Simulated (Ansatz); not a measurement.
A structure relaxed at PBE0-D4/def2-TZVP, charge 0, multiplicity 1:

```tsv
atom	x (Å)	y (Å)	z (Å)
C1	-1.262	0.151	-1.453
B2	-0.959	-0.222	0.029
C3	0.141	0.471	0.882
B4	1.327	-0.545	1.060
O5	2.517	-0.408	0.427
H6	-0.545	0.829	-1.922
H7	-2.242	0.651	-1.465
H8	-1.394	-0.733	-2.084
H9	-1.603	-1.101	0.537
H10	-0.250	0.621	1.898
H11	0.478	1.424	0.459
H12	1.225	-1.514	1.758
H13	2.565	0.377	-0.126
```

Problem. Give its formula and SMILES.

Solution. C2H8B2O, `CBCBO`.

Problem. Point group (tolerance 0.08 Å, 0.16 Å for H)?

Solution. C1.

Problem. Summarise the bond lengths by kind.

Solution. 3 × B–C 1.555 to 1.573 Å; 5 × C–H 1.092 to 1.100 Å; 2 × B–H 1.198 to 1.203 Å; 1 × B–O 1.355 Å; 1 × H–O 0.962 Å.

All numbers were calculated with Ansatz.
